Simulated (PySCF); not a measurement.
F2Zn, SMILES [Zn]([F])[F] (connectivity only; charge and spin as stated), charge -1, multiplicity 2. Atoms are numbered in the order given.

```xyz
3

Zn     0.0000     0.0000     0.3643
F      0.0000    -1.5976    -0.6071
F      0.0000     1.5976    -0.6071
```
Charge -1, spin multiplicity 2.

The structure is a stationary point at r2SCAN-D4/def2-SVPD. The multiplicity is an assumed one; other spin states were not compared. The isomer is the one that the SMILES or the coordinates give; other isomers of the formula were not compared.

Computed with CAM-B3LYP/def2-TZVPD (PySCF).

Mulliken values depend strongly on the basis, most of all with diffuse functions as here. Atomic charges (e):

| atom | Mulliken | meta-Löwdin | Mulliken spin |
|---|---|---|---|
| Zn1 | 0.08 | ___ | 1.20 |
| F2 | -0.54 | ___ | -0.10 |
| F3 | -0.54 | ___ | -0.10 |

Question: Complete the blanks. (An estimate is asked for; the answer gives what the named calculation found.)

Answer: 
- Zn1, meta-Löwdin: 0.78
- F2, meta-Löwdin: -0.89
- F3, meta-Löwdin: -0.89
